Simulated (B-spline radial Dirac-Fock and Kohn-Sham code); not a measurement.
Model: Dirac-Fock energy differences between relaxed states, corrected for Breit and QED terms. Program: a radial finite-basis atomic code. No correlation.

Question: Identify the element and charge state from the binding energies below (tabulated ground configuration; the least bound level is included).

```csv
level,binding energy (eV)
1s,86825.2
2s,20099.2
2p1/2,19543.9
2p3/2,17670.2
3s,8209.9
```

Answer: Au⁶⁷⁺: Z = 79 with 12 electrons, [Ne] 3s2. The hydrogen-like estimate √(E/Ry) = 79.9 for the K level lies 0.9 above Z (screening lowers it, relativity raises it); the outermost level, at 8209.9 eV, fixes the charge.

Values without a named source are computed, but for edge energies of neutral atoms, which are taken from tables.
